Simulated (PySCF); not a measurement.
Gas-phase reaction: SiI4 + SiH4 = 4 HI + 2 Si

Method: PySCF energies plus ideal-gas RRHO corrections (1 bar). † marks an energy on the PBE0/def2-TZVP geometry and frequencies. MP2 freezes the core. Open shells (unrestricted): Si (multiplicity 3, electronic degeneracy 9); the rest are closed-shell singlets. Spin-orbit splitting is ignored; it lowers the true energy and changes the entropy of Si. I: scalar-relativistic def2 core potential, no spin-orbit coupling. MP2 isn't extrapolated to the basis-set limit; its ΔH°(298 K) is 1035.5 kJ in def2-SVP and 1133.9 kJ in def2-TZVPP. The harmonic model lacks anharmonicity and excited electronic states, which grow with temperature; levels with a mode under 35 cm⁻¹ are left out. Soft modes under 120 cm⁻¹ make the harmonic entropy rough for SiI4.

```csv
level,"ΔE electronic, kJ","ΔH°(298 K), kJ","ΔS°(298 K), J/K","ΔG°(1200 K), kJ"
BLYP/def2-TZVP†,1020,996,544,346
MP2/def2-SVP†,1059,1036,544,385
MP2/def2-TZVPP†,1158,1134,544,484
ωB97M-V/def2-TZVP†,1137,1113,544,463
ωB97X-V/def2-TZVP†,1160,1136,544,486
```
ΔH° is lowest at BLYP/def2-TZVP† and highest at ωB97X-V/def2-TZVP†. No reference value is set beside these.
